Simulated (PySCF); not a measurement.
PySCF input for CNO, SMILES [N]=C=O (connectivity only; charge and spin as stated), charge -1, multiplicity 1, IEF-PCM-ωB97X/def2-SVPD. Coordinates come from a B3LYP-D3(BJ)/def2-TZVPD optimisation. The multiplicity is an assumed one; other spin states were not compared. The isomer is the one that the SMILES or the coordinates give; other isomers of the formula were not compared.

```python
import numpy as np
from pyscf import gto, scf, dft
from pyscf.solvent import pcm

mol = gto.M(
    atom='''
    N     0.00000000    0.00000000    1.25787411
    C     0.00000000    0.00000000    0.07175215
    O     0.00000000    0.00000000   -1.15445396
    ''',
    basis='def2-SVPD',
    charge=-1,
    spin=0,
    max_memory=1600,
    verbose=3,
)
mf = dft.RKS(mol, xc='wb97x').density_fit(auxbasis='def2-universal-jkfit')
mf.grids.level = 3
mf.conv_tol = 1e-9
mf.max_cycle = 100
mf.kernel()
res = {}
for name, eps in {'water': 78.355, 'chlorobenzene': 5.6968, 'ethanol': 24.852}.items():
    s = mf.PCM()
    s.with_solvent.method, s.with_solvent.eps, s.with_solvent.lebedev_order = 'IEF-PCM', eps, 29
    s.kernel(mf.make_rdm1())
    res[name] = (s.e_tot, eps, s.dip_moment(), s.mo_energy, s.converged)
    print(f'{name}: electrostatic solvation free energy {(s.e_tot - mf.e_tot) * 627.509474:.3f} kcal/mol')
```

It prints:

```
converged SCF energy = -167.965924006767

WARN: PCM is an experimental feature. It is still in testing.
Features and APIs may be changed in the future.

converged SCF energy = -168.072394118507

WARN: System has nonzero charge -1; the dipole moment is origin-dependent.
Location of origin: [0. 0. 0.]

Dipole moment(X, Y, Z, Debye):  0.00000, -0.00000, -1.82874
water: electrostatic solvation free energy -66.811 kcal/mol

WARN: PCM is an experimental feature. It is still in testing.
Features and APIs may be changed in the future.

converged SCF energy = -168.05466420376

WARN: System has nonzero charge -1; the dipole moment is origin-dependent.
Location of origin: [0. 0. 0.]

Dipole moment(X, Y, Z, Debye):  0.00000, -0.00000, -1.73000
chlorobenzene: electrostatic solvation free energy -55.685 kcal/mol

WARN: PCM is an experimental feature. It is still in testing.
Features and APIs may be changed in the future.

converged SCF energy = -168.069394422519

WARN: System has nonzero charge -1; the dipole moment is origin-dependent.
Location of origin: [0. 0. 0.]

Dipole moment(X, Y, Z, Debye):  0.00000, -0.00000, -1.81031
ethanol: electrostatic solvation free energy -64.929 kcal/mol
```

The calculation finished and met its thresholds.
